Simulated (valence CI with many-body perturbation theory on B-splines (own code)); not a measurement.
## Energy levels of Tm¹⁸⁺

Calculated by configuration interaction combined with many-body perturbation theory (CI+MBPT): five valence electrons over a frozen Dirac-Fock core [Kr] 4d10, a basis of 7 s, 7 p, 7 d, 7 f, 4 g, 2 h functions for each j, with the one-electron correlation potential Σ1, the two-electron term Σ2, the three-electron term Σ3, Breit, model QED; selected CI, second order for the rest, scaled by the run's own slope (own B-spline code, finite nucleus).

No measured spectrum was set against this ion. As an estimate, terms of the open shell hold to a few per cent of their energy, and close levels can change places. Among the levels kept, up to 1100 cm⁻¹ of a level comes from second order outside the variational space, and about a tenth of that is noise between levels of different J, which matters for small intervals.

Levels 1 to 45 of 195, with energies above the lowest level, 4f5 6H°_5/2. "Leading %" is the weight of the configuration and term that name the level; weights of strongly mixed levels are sums over their largest components and can fall short. In the jj column 3d3/2^4 stands for four electrons in 3d with j = 3/2. Lifetimes count E1, E2, E3, M1 and M2 decay at the calculated energies, and are blank where another channel may lead or the interval is too uncertain; long ones can be off by a factor of two.

| No. | Configuration | Term | J | E (cm⁻¹) | Leading % | Second component | Leading jj | Lifetime |
| --- | --- | --- | --- | --- | --- | --- | --- | --- |
| 1 | 4f5 | 6H° | 5/2 | 0.0 | 86 | 12 % 4f5 4G° | 4f5/2^4 4f7/2 (33 %) |  |
| 2 | 4f5 | 6H° | 7/2 | 4411 | 91 | 8 % 4f5 4G° | 4f5/2^4 4f7/2 (52 %) | 145 ms |
| 3 | 4f5 | 6H° | 9/2 | 8991 | 94 |  | 4f5/2^3 4f7/2^2 (62 %) | 102 ms |
| 4 | 4f5 | 6H° | 11/2 | 13485 | 94 |  | 4f5/2^3 4f7/2^2 (43 %) | 113 ms |
| 5 | 4f5 | 6F° | 1/2 | 15415 | 91 | 8 % 4f5 4D° | 4f5/2^3 4f7/2^2 (48 %) | 576 s |
| 6 | 4f5 | 6F° | 3/2 | 15648 | 86 | 7 % 4f5 4F° | 4f5/2^4 4f7/2 (52 %) | 597 ms |
| 7 | 4f5 | 6F° | 5/2 | 16644 | 78 | 11 % 4f5 4F° | 4f5/2^3 4f7/2^2 (43 %) | 143 ms |
| 8 | 4f5 | 6H° | 13/2 | 17782 | 90 | 7 % 4f5 4I° | 4f5/2^2 4f7/2^3 (42 %) | 167 ms |
| 9 | 4f5 | 6F° | 7/2 | 20260 | 84 | 9 % 4f5 4F° | 4f5/2^3 4f7/2^2 (44 %) | 152 ms |
| 10 | 4f5 | 6H° | 15/2 | 21711 | 83 | 14 % 4f5 4I° | 4f5/2^2 4f7/2^3 (37 %) | 393 ms |
| 11 | 4f5 | 6F° | 9/2 | 24769 | 90 | 6 % 4f5 4F° | 4f5/2^3 4f7/2^2 (42 %) | 155 ms |
| 12 | 4f5 | 6F° | 11/2 | 29518 | 91 | 8 % 4f5 4G° | 4f5/2^2 4f7/2^3 (42 %) | 257 ms |
| 13 | 4f5 | 4G° | 5/2 | 34122 | 37 | 18 % 4f5 4F° | 4f5/2^5 (40 %) | 4.57 ms |
| 14 | 4f5 | 4F° | 3/2 | 38250 | 88 | 8 % 4f5 6F° | 4f5/2^3 4f7/2^2 (57 %) | 8.33 ms |
| 15 | 4f5 | 4M° | 15/2 | 38454 | 57 | 18 % 4f5 2L° | 4f5/2^4 4f7/2 (69 %) | 56.2 ms |
| 16 | 4f5 | 4I° | 9/2 | 42206 | 85 | 10 % 4f5 2H° | 4f5/2^3 4f7/2^2 (48 %) | 10.3 ms |
| 17 | 4f5 | 4G° | 7/2 | 42318 | 55 | 21 % 4f5 4F° | 4f5/2^3 4f7/2^2 (35 %) | 5.49 ms |
| 18 | 4f5 | 4I° | 11/2 | 42908 | 46 | 44 % 4f5 4K° | 4f5/2^4 4f7/2 (41 %) | 10.2 ms |
| 19 | 4f5 | 4L° | 13/2 | 42963 | 34 | 31 % 4f5 4K° | 4f5/2^4 4f7/2 (50 %) | 14.6 ms |
| 20 | 4f5 | 4M° | 17/2 | 45902 | 74 | 14 % 4f5 4L° | 4f5/2^3 4f7/2^2 (89 %) | 64.8 ms |
| 21 | 4f5 | 4P° | 5/2 | 46823 | 27 | 20 % 4f5 4D° | 4f5/2^4 4f7/2 (48 %) | 6.98 ms |
| 22 | 4f5 | 4M° | 15/2 | 49364 | 26 | 24 % 4f5 4K° | 4f5/2^3 4f7/2^2 (59 %) | 9.93 ms |
| 23 | 4f5 | 4G° | 9/2 | 50274 | 66 | 16 % 4f5 4H° | 4f5/2^3 4f7/2^2 (61 %) | 9.61 ms |
| 24 | 4f5 | 4F° | 5/2 | 50702 | 63 | 18 % 4f5 4G° | 4f5/2^2 4f7/2^3 (50 %) | 6.84 ms |
| 25 | 4f5 | 4M° | 19/2 | 51170 | 80 | 13 % 4f5 4L° | 4f5/2^2 4f7/2^3 (50 %) | 173 ms |
| 26 | 4f5 | 2P° | 1/2 | 52504 | 54 | 39 % 4f5 4D° | 4f5/2^4 4f7/2 (57 %) | 6.80 ms |
| 27 | 4f5 | 6P° | 3/2 | 52838 | 53 | 30 % 4f5 4P° | 4f5/2^3 4f7/2^2 (72 %) | 24.0 ms |
| 28 | 4f5 | 4L° | 13/2 | 53257 | 52 | 36 % 4f5 4I° | 4f5/2^3 4f7/2^2 (50 %) | 9.14 ms |
| 29 | 4f5 | 4L° | 15/2 | 54182 | 47 | 17 % 4f5 4I° | 4f5/2^3 4f7/2^2 (72 %) | 14.6 ms |
| 30 | 4f5 | 4M° | 21/2 | 54651 | 81 | 17 % 4f5 2N° | 4f5/2^3 4f7/2^2 (46 %) | 907 ms |
| 31 | 4f5 | 4I° | 11/2 | 54943 | 48 | 46 % 4f5 4K° | 4f5/2^2 4f7/2^3 (56 %) | 9.18 ms |
| 32 | 4f5 | 4G° | 11/2 | 56210 | 44 | 42 % 4f5 4H° | 4f5/2^3 4f7/2^2 (40 %) | 25.7 ms |
| 33 | 4f5 | 4D° | 7/2 | 57131 | 32 | 23 % 4f5 4F° | 4f5/2^3 4f7/2^2 (42 %) | 5.99 ms |
| 34 | 4f5 | 4K° | 13/2 | 57790 | 50 | 25 % 4f5 2K° | 4f5/2^3 4f7/2^2 (66 %) | 21.4 ms |
| 35 | 4f5 | 4L° | 17/2 | 57868 | 54 | 18 % 4f5 4K° | 4f5/2^2 4f7/2^3 (57 %) | 44.9 ms |
| 36 | 4f5 | 4H° | 7/2 | 58854 | 65 | 18 % 4f5 2G° | 4f5/2^4 4f7/2 (36 %) | 9.04 ms |
| 37 | 4f5 | 4F° | 9/2 | 59565 | 23 | 22 % 4f5 4G° | 4f5/2^4 4f7/2 (46 %) | 6.10 ms |
| 38 | 4f5 | 4F° | 7/2 | 60106 | 40 | 24 % 4f5 6P° | 4f5/2^2 4f7/2^3 (44 %) | 13.9 ms |
| 39 | 4f5 | 6P° | 5/2 | 60896 | 49 | 23 % 4f5 4D° | 4f5/2^3 4f7/2^2 (45 %) | 8.26 ms |
| 40 | 4f5 | 4D° | 3/2 | 61118 | 64 | 19 % 4f5 6P° | 4f5/2^2 4f7/2^3 (62 %) | 5.26 ms |
| 41 | 4f5 | 4K° | 17/2 | 62362 | 48 | 32 % 4f5 2L° | 4f5/2^2 4f7/2^3 (60 %) | 28.5 ms |
| 42 | 4f5 | 4H° | 13/2 | 62861 | 71 | 14 % 4f5 4I° | 4f5/2^3 4f7/2^2 (52 %) | 13.1 ms |
| 43 | 4f5 | 4H° | 9/2 | 62881 | 58 | 15 % 4f5 4G° | 4f5/2^2 4f7/2^3 (52 %) | 8.33 ms |
| 44 | 4f5 | 4G° | 7/2 | 63907 | 75 | 9 % 4f5 4H° | 4f5/2^3 4f7/2^2 (55 %) | 5.00 ms |
| 45 | 4f5 | 4K° | 15/2 | 64501 | 57 | 28 % 4f5 4L° | 4f5/2^2 4f7/2^3 (92 %) | 21.8 ms |

Names give the largest LS component (configuration and term), which can be under half, so a name can repeat, a term be missing and a line seem to break the LS rules; names also repeat where a configuration has a term twice.

Where two levels of one J and parity lie close, their mixing, g and order are uncertain.

The ionisation energy to 4f4 5I_4 of the next ion comes out as 443.31 eV (NIST: 460 ± 24 eV (theoretical)). All 195 levels together are meant to be complete up to 223360 cm⁻¹.
